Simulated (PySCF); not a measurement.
Screening by computed properties: pick the candidate that meets the target.

Species are written as SMILES; each is one conformer at its optimised geometry, gas phase (atoms past krypton carry core potentials, spin–orbit coupling is left out); the electronic structure was computed with PySCF and density fitting.

The conformers computed, where there is a choice (atom-mapped SMILES and torsion angles):
- `[CH3:1][CH2:2][C@H:3]([CH3:4])[O:5][CH3:6]`: C1–C2–C3–C4 -177°, C2–C3–O5–C6 -161°
- `[CH3:1][CH:2]([CH3:3])[CH2:4][CH2:5][OH:6]`: C1–C2–C4–C5 173°, C2–C4–C5–O6 180°, H–O6–C5–C4 59°

Problem. Wanted: lowest triplet excitation (Tamm–Dancoff) between 5.4 eV and 6.6 eV (TDA wB97X-D/def2-SVPD) and HOMO energy below -9.5 eV (wB97X-D/def2-SVPD), at PBE0-D3(BJ)/def2-SVP geometries. Which candidate meets both?
A. 3-methyl-1-butanol, `CC(C)CCO`
B. AlCl2(CF3), `F[C](F)(F)[Al]([Cl])[Cl]`
C. s-BuOMe, `CC[C@H](C)OC`
D. InCl2(OH), `[OH][In]([Cl])[Cl]`

Solution. B. Computed values:
| species | lowest triplet excitation (Tamm–Dancoff) | HOMO energy |
| --- | --- | --- |
| InCl2(OH), [OH][In]([Cl])[Cl] | 4.83 eV | -11.28 eV |
| AlCl2(CF3), F[C](F)(F)[Al]([Cl])[Cl] | 6.07 eV | -11.42 eV |
| 3-methyl-1-butanol, CC(C)CCO | 7.05 eV | -9.78 eV |
| s-BuOMe, CC[C@H](C)OC | 7.39 eV | -9.27 eV |
